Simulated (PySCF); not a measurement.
Isomers of C7H5F3O, one GFN2-xTB conformer each. Single-point energies are computed at PBE0/pcSseg-1 (PySCF, gas phase, no added dispersion term), electronic only.

| SMILES | GFN2-xTB relative energy (kJ/mol) |
| --- | --- |
| FC(F)(F)Oc1ccccc1 | 0.0 |
| FC1=C(C(F)F)[C@@H]2C=C[C@H]1O2 | 216.2 |

Conformers: `[F:1][C:2]([F:3])([F:4])[O:5][c:6]1[cH:7][cH:8][cH:9][cH:10][cH:11]1` with C2–O5–C6–C7 180°; `[F:1][C:2]1=[C:3]([CH:4]([F:5])[F:6])[C@@H:7]2[CH:8]=[CH:9][C@H:10]1[O:11]2` with C2–C3–C4–F5 -114°.

**Question.** What does PBE0/pcSseg-1 give for the same structures?

**Answer.** 
```csv
SMILES,PBE0/pcSseg-1 E (Eh),PBE0/pcSseg-1 (kJ/mol),GFN2-xTB (kJ/mol),point group
FC(F)(F)Oc1ccccc1,-643.77925,0.0,0.0,Cs
FC1=C(C(F)F)[C@@H]2C=C[C@H]1O2,-643.66523,299.4,216.2,C1
```

Both levels put the same isomer lowest. As drawn, the lower has an aromatic ring, which the higher lacks; the higher has a C=C bond outside aromatic rings, which the lower lacks.

**Question.** Which frontier levels, dipoles and rotational constants go with these structures?

**Answer.** 
```csv
SMILES,"HOMO (eV, PBE0/pcSseg-1)",LUMO (eV),dipole (D),"A, B, C (MHz)"
FC(F)(F)Oc1ccccc1,-7.52,-0.71,2.74,"2871, 679.1, 606.6"
FC1=C(C(F)F)[C@@H]2C=C[C@H]1O2,-7.02,-1.21,2.20,"1745, 946.7, 807.5"
```
